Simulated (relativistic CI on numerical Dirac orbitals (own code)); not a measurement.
# Cs⁹⁺: q coefficients and field-shift factors

Method of calculation: Dirac-Coulomb-Breit CI, KLI orbitals optimised for each configuration, derivatives by finite differences, unscaled Slater integrals, QED left out (own radial code, finite nucleus).

Configuration list (outside the closed core [Ar] 3d10 4s2): 4p6 4d10, 4p6 4d9 4f, 4p6 4d9 5s, 4p6 4d9 5p, 4p5 4d10 4f. Double excitations out of closed p, d and f shells are left out; levels of such configurations are missing from the list, as are those of other unlisted configurations, and high levels can miss mixing partners.

With x = (α/α₀)² − 1 an excitation energy changes as ω = ω₀ + qx; K = 2q/ω₀ is the relative enhancement. Terms are leading LS components, so labels can repeat. The field-shift factor is F = δν/δ⟨r²⟩ for the transition from the lowest level.

Lowest level 4p6 4d10 1S_0.

```csv
Level,ω₀ (cm⁻¹),q (cm⁻¹),K,F (GHz/fm²)
4p6 4d9 5s 3D_3,536355,-62700,-0.234,49
4p6 4d9 5s 3D_2,540393,-61320,-0.227,48.6
4p6 4d9 5s 3D_1,555184,-44100,-0.159,49.3
4p6 4d9 5s 1D_2,559230,-44300,-0.158,48.6
4p6 4d9 5p 3P°_2,667851,-50010,-0.15,7.19
4p6 4d9 5p 3F°_3,672216,-51850,-0.154,7.25
4p6 4d9 5p 3F°_2,688102,-33340,-0.0969,7.43
4p6 4d9 5p 3P°_1,689666,-27130,-0.0787,6.95
4p6 4d9 5p 3F°_4,692781,-25420,-0.0734,6.33
4p6 4d9 5p 1D°_2,700336,-27840,-0.0795,6.52
4p6 4d9 5p 1P°_1,702551,-28400,-0.0808,6.88
4p6 4d9 5p 3D°_3,703378,-25210,-0.0717,6.35
4p6 4d9 5p 3P°_0,704664,-6984,-0.0198,6.54
```

At this charge transitions that keep the count of f electrons are usually good to a few per cent. Levels and lines within the n = 5 or 6 shells can be off by up to 10 % or somewhat more, and those that change n by about 2 %, since core polarisation is missing. Levels that differ in their count of f electrons can be misplaced by several ten thousand cm⁻¹, since the correlation energy of f electrons is missing or only estimated; rates across such gaps can be off by orders of magnitude.
